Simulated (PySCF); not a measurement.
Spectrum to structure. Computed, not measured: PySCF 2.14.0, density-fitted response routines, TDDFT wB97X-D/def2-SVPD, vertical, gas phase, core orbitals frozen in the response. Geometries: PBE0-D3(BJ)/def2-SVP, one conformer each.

```
state  E (eV)       f
   S1    1.52  0.0003
   S2    5.64  0.0000
   S3    5.78   0.339
   S4    6.52  0.0001
   S5    7.48   0.015
   S6    7.58  0.0006
   S7    7.86   0.055
   S8    8.28   0.014
   S9    8.49   0.213
  S10    8.77   0.063
```

Orbital energies (eV): HOMO-3 -14.07, HOMO-2 -13.42, HOMO-1 -10.76, HOMO -8.73, LUMO -1.11, LUMO+1 2.16, LUMO+2 2.48.

Problem. Which structure fits?
A. `C=NBN`
B. `C=CN=O`
C. `C[N](C)[AlH2]`

Solution. B. Its S1, at 1.52 eV, is the lowest among the candidates; the nearest of the others has S1 at 4.23 eV. S1 is HOMO→LUMO (96%). Löwdin shares by element: HOMO oxygen 50%, nitrogen 37%, carbon 10% or more; LUMO oxygen 33%, nitrogen 31%, carbon 31%. At the same level the other candidates give, for their lowest levels:
- `C[N](C)[AlH2]`: 5.19 eV (f 0.143); 5.93 eV (f 0.006); 6.20 eV (f 0.000); 6.82 eV (f 0.030); 7.07 eV (f 0.000); T1 4.32 eV; HOMO -8.30, LUMO 0.92 eV
- `C=NBN`: 4.23 eV (f 0.000); 6.54 eV (f 0.046); 7.09 eV (f 0.048); 7.38 eV (f 0.064); 7.72 eV (f 0.009); T1 3.69 eV; HOMO -8.66, LUMO 1.22 eV

Conformer computed: `[CH2:1]=[CH:2][N:3]=[O:4]`: C1–C2–N3–O4 180°.
Triplets come from the Tamm–Dancoff approximation.
